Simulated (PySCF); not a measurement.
Polarisability and C₆ of S⁺ (sulfur, charge +1)

[Ne] 3s2 3p3, high-spin 4S determinant. Computed with PySCF 2.14 in dyall-av2z (13s9p2d, 50 functions), with the non-relativistic Hamiltonian (point nucleus). Coupled (time-dependent) response in atomic units; α is the mean over directions. A double-zeta set is small for polarisabilities.

```
   method  mean α (bohr³)  C₆ (like pair)  S(−4)
      UHF           11.03           55.63  33.97
     PBE0           10.93           55.01  31.78
    B97-3           11.13           56.36  33.16
BHandHLYP           10.85           54.46  31.07
```

S(−4) is the Cauchy moment in α(ω) = α(0) + S(−4) ω² + …

α(iu) at PBE0:

```json
{"u (hartree)": "0", "α(iu) (bohr³)": "10.93"}
{"u (hartree)": "0.0500", "α(iu) (bohr³)": "10.85"}
{"u (hartree)": "0.100", "α(iu) (bohr³)": "10.62"}
{"u (hartree)": "0.200", "α(iu) (bohr³)": "9.812"}
{"u (hartree)": "0.300", "α(iu) (bohr³)": "8.732"}
{"u (hartree)": "0.500", "α(iu) (bohr³)": "6.519"}
{"u (hartree)": "0.750", "α(iu) (bohr³)": "4.412"}
{"u (hartree)": "1.00", "α(iu) (bohr³)": "3.062"}
{"u (hartree)": "1.50", "α(iu) (bohr³)": "1.655"}
{"u (hartree)": "2.00", "α(iu) (bohr³)": "1.019"}
{"u (hartree)": "3.00", "α(iu) (bohr³)": "0.4966"}
{"u (hartree)": "5.00", "α(iu) (bohr³)": "0.1972"}
```

A single London oscillator, α(iu) = α/(1 + u²/ω²), gives C₆ = (3/4) ω α². Matching the computed C₆ needs ω = 4 × 55.01 / (3 × 10.93²) = 0.614 hartree.

For an ion, C₆ is the dispersion term alone; charge-induced terms of lower order in 1/R come first.
